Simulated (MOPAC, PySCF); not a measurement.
[Ti(F)2(OH)2], neutral singlet in the gas phase. 

Cartesian coordinates (Å):
```xyz
7

Ti     0.1331    -0.0884    -0.1189
F      0.6699     0.8832    -1.4895
F     -0.0669     0.9551     1.2885
O      1.3672    -1.3098     0.2415
H      1.5902    -2.2528     0.3028
O     -1.4141    -0.8481    -0.5105
H     -2.0202    -1.5926    -0.6514
```
Charge 0, multiplicity 1.

All levels are single points at this geometry (BP86-D3(BJ)/def2-SVP); Pople sets use spherical d functions. Orbital energies aren't observables, and empty levels follow the basis.

B3LYP/6-31G* (LANL2DZ on Ti) in PySCF gives HOMO (eV) = -9.48.

**Question.** Estimate the HOMO (eV) from each of these levels: B3LYP-D3(BJ)/def2-TZVP in PySCF; PBE-D3(BJ)/def2-TZVP in PySCF; TPSSh-D3(BJ)/def2-TZVP in PySCF; BP86/6-31G* (LANL2DZ on Ti) in PySCF; PM6 in MOPAC.

**Answer.** 
```csv
level,HOMO (eV)
B3LYP-D3(BJ)/def2-TZVP in PySCF,-9.76
PBE-D3(BJ)/def2-TZVP in PySCF,-8.26
TPSSh-D3(BJ)/def2-TZVP in PySCF,-9.05
BP86/6-31G* (LANL2DZ on Ti) in PySCF,-8.06
PM6 in MOPAC,-13.18
```
